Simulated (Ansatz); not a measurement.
`FC(F)/C=C\C(F)F`. The species carries charge 0 and has multiplicity 1.

Z-matrix (Å, degrees):
```
C
F 1 1.360
C 1 1.498 2 110.8
F 1 1.356 2 107.4 3 -119.1
H 1 1.094 2 107.6 3 124.8
C 3 1.324 1 125.2 2 48.4
H 3 1.084 1 114.7 2 -132.0
C 6 1.498 3 125.2 1 0.4
H 6 1.084 3 120.1 1 -179.2
F 8 1.360 6 110.8 3 48.7
F 8 1.356 6 109.2 3 166.7
H 8 1.094 6 113.7 3 -72.6
```

(1) What are the harmonic wavenumbers in cm⁻¹ at PBE0-D4/def2-TZVP (Ansatz, finite differences of forces, unscaled)? (An estimate is asked.)

(2) Is this a minimum?

(3) Give the ideal-gas thermochemistry at 298.15 K and 1 bar (rigid rotor, harmonic oscillator; point group C2, symmetry number 2).

(4) And at 400, 500, 600, 800 and 1000 K?

(5) Rotational constants (cm⁻¹)?

Answers

(1) Ansatz gave: 29, 62, 122, 261, 281, 351, 478, 515, 536, 680, 702, 780, 966, 1008, 1026, 1093, 1131, 1155, 1156, 1236, 1341, 1373, 1379, 1394, 1438, 1759, 3091, 3093, 3197, 3214.

(2) Yes, all 30 modes are real.

(3) Zero-point energy 208.4 kJ/mol; H(298) − E = 231.2 kJ/mol; entropy 371.2 J/(mol·K), of which translation 169.4, rotation 113.6, vibration 88.2; G(298) − E = 120.5 kJ/mol. Modes under 100 cm⁻¹ are hindered rotations or soft bends, so the harmonic entropy is rough.

(4) 
```tsv
T (K)	H − E (kJ/mol)	S (J/mol/K)	G − E (kJ/mol)
400	244.4	409.2	80.7
500	259.9	443.7	38.1
600	277.4	475.5	-7.9
800	316.8	532.0	-108.8
1000	360.4	580.6	-220.2
```

(5) 0.1582, 0.03666, 0.03301.
